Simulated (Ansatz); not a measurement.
Scan of H2Mg, singlet: symmetric bend, bond length relaxed. Scanned: H-Mg-H angle. Other coordinates (Mg-H bond length) were minimised at B3LYP/def2-TZVP.

- RKS-PBE/aug-cc-pVTZ = restricted PBE/aug-cc-pVTZ in Ansatz (a program for electronic structure)
- RKS-PBE0/aug-cc-pVTZ = restricted PBE0/aug-cc-pVTZ (Ansatz)
- FCI/aug-cc-pVTZ = full CI/aug-cc-pVTZ, frozen core (Ansatz)

Energies relative to the lowest point of each profile, in mEh; the last columns give the error against full CI:

| a / ° | RKS-PBE/aug-cc-pVTZ | RKS-PBE0/aug-cc-pVTZ | FCI/aug-cc-pVTZ | RKS-PBE/aug-cc-pVTZ − FCI/aug-cc-pVTZ | RKS-PBE0/aug-cc-pVTZ − FCI/aug-cc-pVTZ |
|---|---|---|---|---|---|
| 180 | 0.0 | 0.0 | 0.0 | 0.0 | 0.0 |
| 171.12 | 0.4 | 0.4 | 0.4 | 0.0 | 0.0 |
| 161.61 | 1.8 | 1.8 | 1.8 | -0.1 | 0.0 |
| 149.45 | 4.9 | 5.1 | 5.1 | -0.3 | 0.0 |
| 138.26 | 9.2 | 9.7 | 9.7 | -0.5 | 0.0 |
| 130.31 | 13.3 | 14.0 | 14.0 | -0.8 | 0.0 |
| 120.99 | 19.2 | 20.2 | 20.2 | -1.1 | 0.0 |
| 109.49 | 28.4 | 29.9 | 29.9 | -1.5 | 0.1 |
| 97.50 | 40.9 | 43.0 | 42.7 | -1.8 | 0.3 |
| 88.15 | 53.2 | 55.8 | 55.2 | -2.0 | 0.6 |
| 81.27 | 64.0 | 67.0 | 66.0 | -2.0 | 1.0 |
| 68.77 | 88.3 | 92.2 | 89.9 | -1.6 | 2.2 |
| 60 | 109.5 | 113.9 | 110.5 | -1.0 | 3.4 |

RKS-PBE/aug-cc-pVTZ is furthest from FCI/aug-cc-pVTZ at 81.27 (-2.0 mEh, below); its mean absolute error over the points is 1.0 mEh.

RKS-PBE0/aug-cc-pVTZ is furthest from FCI/aug-cc-pVTZ at 60 (3.4 mEh, above); its mean absolute error over the points is 0.6 mEh.
